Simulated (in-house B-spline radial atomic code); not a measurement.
**BHandHLYP excitations of Ar6+**

Method: BHandHLYP. Computed with an all-electron radial atomic-structure program (B-spline basis): linear response of the closed shell [Ne] 3s2 with the functional's adiabatic kernel; non-relativistic, point nucleus, no spin-orbit coupling, no double excitations, S, P, D and F terms only.

Command:
```bash
python run_td.py task.json out
```
Settings (radii: box in bohr, nucleus in fm):
```
Z                        18
electrons                12
configuration            [Ne] 3s2
hamiltonian              nr
method                   bhandhlyp
box_radius               14.35
intervals                51
```

Time taken, with all properties: 0.5 s on 1 thread of Arm Neoverse N1, with other jobs on the host.

The lowest states, in the order of their Tamm-Dancoff energies; the method's threshold (minus the highest occupied level) is 119.38 eV. Labels give the largest channel, * marks a mixed state, and oscillator strengths are full-response dipole values. Semilocal kernels can invert the small singlet-triplet splittings of Rydberg terms. Energies in eV:

| state | full response | Tamm-Dancoff | oscillator strength |
| --- | --- | --- | --- |
| 3s → 3p 3P | 12.448 | 12.994 | - |
| 3s → 3p 1P | ? | ? | ? |
| 3s → 3d 3D | 37.71 | 37.81 | - |
| 3s → 3d 1D | 41.37 | 41.40 | - |
| 3s → 4s 3S | 62.04 | 62.05 | - |
| 3s → 4s 1S | 64.05 | 64.09 | - |
| 3s → 4p 3P | 68.29 | 68.30 | - |
| 3s → 4p 1P | 69.25 | 69.28 | 0.197 |
| 3s → 4d 3D | 76.65 | 76.65 | - |
| 3s → 4d 1D | 77.22 | 77.22 | - |
| 3s → 4f 3F | 79.26 | 79.27 | - |
| 3s → 4f 1F | 80.24 | 80.24 | - |
| 3s → 5s 3S | 86.81 | 86.81 | - |
| 3s → 5s 1S | 87.44 | 87.45 | - |
| 3s → 5p 3P | 89.56 | 89.56 | - |
| 3s → 5p 1P | ? | ? | ? |

Question: Where does 3s → 5p 1P lie?

Answer: At 89.89 eV in full response, 89.90 eV in Tamm-Dancoff, oscillator strength 0.0718.

Question: Where does 3s → 3p 1P lie?

Answer: At 20.785 eV in full response, 21.476 eV in Tamm-Dancoff, oscillator strength 1.16.

Question: How large is the singlet-triplet splitting of 3s → 3p (P terms) in Tamm-Dancoff?

Answer: 8.48 eV, from the unrounded values.

Question: What polarisabilities and dispersion coefficient does the method give?

Answer: Dipole 2.083 bohr³, quadrupole 1.749 bohr⁵, C6 2.666 hartree·bohr⁶ for two such species.
